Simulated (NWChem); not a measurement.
SnNH₄Cl; SMILES [NH2][SnH2][Cl]

```xyz
7

Sn    -0.3133     0.3585     0.0000
N      1.3219     1.5529     0.0000
Cl     0.2895    -1.9373     0.0000
H     -1.1678     0.6247    -1.4523
H     -1.1678     0.6247     1.4523
H      1.9123     1.4435    -0.8225
H      1.9123     1.4435     0.8225
```
Atoms are numbered in this order, from 1.

Structure relaxed at the PBE0/def2-SVP level. B3LYP is NWChem's, with the RPA form of VWN correlation. def2 effective core potentials on Sn; no spin-orbit coupling.

Symmetry labels are those of Cs in the frame above (b1 and b2, or b-type labels, depend on it).

Question: List the 6 lowest vertical singlet excitations from B3LYP/def2-SVP with def2 effective core potentials on Sn, full TDDFT (NWChem).

Answer: 
| state | energy (eV) | oscillator strength | symmetry | leading excitation (squared amplitude) |
|---|---|---|---|---|
| S1 | 5.80 | 0.082 | a' | HOMO → LUMO (0.85) |
| S2 | 6.17 | 0.019 | a" | HOMO−1 → LUMO (0.97) |
| S3 | 6.20 | 0.017 | a' | HOMO → LUMO+1 (0.73) |
| S4 | 6.38 | 0.009 | a' | HOMO−2 → LUMO (0.75) |
| S5 | 6.92 | 0.018 | a' | HOMO → LUMO+2 (0.89) |
| S6 | 7.09 | 0.001 | a" | HOMO−1 → LUMO+1 (0.98) |
